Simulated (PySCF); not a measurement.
## Electron correlation in N (nitrogen, neutral)

[He] 2s2 2p3, high-spin 4S determinant. Computed with PySCF 2.14 in def2-TZVP (5s3p2d1f, 31 functions), with no relativity, point nucleus. Frozen: 1s2; 5 electrons correlated.

MP2 pair energies summed by pair of shells (mhartree):

```json
{"pair": "2s-2p", "energy": "-61.30", "share (%)": "64.6"}
{"pair": "2p-2p", "energy": "-23.03", "share (%)": "24.3"}
{"pair": "2s-2s", "energy": "-10.53", "share (%)": "11.1"}
```

Total MP2 correlation energy: -94.87 mhartree.

Same-spin part -28.89 and opposite-spin part -65.98 mhartree; SCS-MP2 scales them by 1/3 and 6/5 to -88.80 mhartree.

```json
{"level": "CCSD", "correlation energy (mhartree)": "-110.93"}
{"level": "(T)", "correlation energy (mhartree)": "-2.26"}
{"level": "CCSD(T)", "correlation energy (mhartree)": "-113.19"}
```

Diagnostics: T1 = 0.0063, D1 = 0.0135, largest double amplitude 0.039.

Cost of the coupled-cluster step: 0.49 s of wall time on 1 thread of Neoverse-N1 (shared host), for 5 correlated electrons.

Iterations:

```
CC2 = 0
CCSD nocc = (np.int64(4), np.int64(1)), nmo = (30, 30)
frozen orbitals [[0], [0]]
max_cycle = 100
direct = 0
conv_tol = 1e-08
conv_tol_normt = 1e-06
diis_space = 8
diis_start_cycle = 0
Init t2, MP2 energy = -0.0948667773662797
Init E_corr(UCCSD) = -0.0948667773664797
cycle = 1  E_corr(UCCSD) = -0.107360154814109  dE = -0.0124933774  norm(t1,t2) = 0.0299338
cycle = 2  E_corr(UCCSD) = -0.109765788292098  dE = -0.00240563348  norm(t1,t2) = 0.0107618
cycle = 3  E_corr(UCCSD) = -0.110981814915122  dE = -0.00121602662  norm(t1,t2) = 0.00498978
cycle = 4  E_corr(UCCSD) = -0.110918595545976  dE = 6.32193691e-05  norm(t1,t2) = 0.00103485
cycle = 5  E_corr(UCCSD) = -0.110931253406482  dE = -1.26578605e-05  norm(t1,t2) = 0.000251495
cycle = 6  E_corr(UCCSD) = -0.110931856406387  dE = -6.02999905e-07  norm(t1,t2) = 4.37308e-05
cycle = 7  E_corr(UCCSD) = -0.11093201025161  dE = -1.53845223e-07  norm(t1,t2) = 5.45061e-06
cycle = 8  E_corr(UCCSD) = -0.110931990699045  dE = 1.95525651e-08  norm(t1,t2) = 1.01949e-06
cycle = 9  E_corr(UCCSD) = -0.110931989879578  dE = 8.19466578e-10  norm(t1,t2) = 2.29525e-07
UCCSD converged
E(UCCSD) = -54.51367887447004  E_corr = -0.1109319898795784
UCCSD(T) correction = -0.00226245486636753
```
